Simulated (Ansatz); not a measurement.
Species: sum formula TaO4H3 (charge 0, singlet). 
Structure (B3LYP-D3(BJ)/def2-TZVP (Ansatz, an electronic-structure program) minimum search):
```xyz
8

Ta     0.0101     0.0075    -0.0094
O      1.1255     0.8388    -1.0427
O      0.9901    -0.9422     1.3418
H      1.9355    -1.0025     1.4945
O     -1.0177    -1.2305    -1.0574
H     -0.9866    -1.4222    -1.9972
O     -1.1595     1.2879     0.8155
H     -1.1928     2.2430     0.7286
```

Basis-set convergence of Hartree-Fock and CCSD correlation energies (hartree) with Ansatz. Valence correlation only, unless marked. No spin-orbit coupling. Frozen are the shells of the preceding noble gas and the d and f shells that filled before the atom's block. In def2 rows, elements after Kr have scalar-relativistic effective core potentials.

```csv
basis,functions,E(HF),"E(corr, CCSD)"
def2-SVP,103,-357.56140,-0.91392
def2-TZVPP,222,?,?
```

Problem. Fill in the missing entries.

Solution. 
- def2-TZVPP, E(HF): -357.97664
- def2-TZVPP, E(corr, CCSD): -1.13280
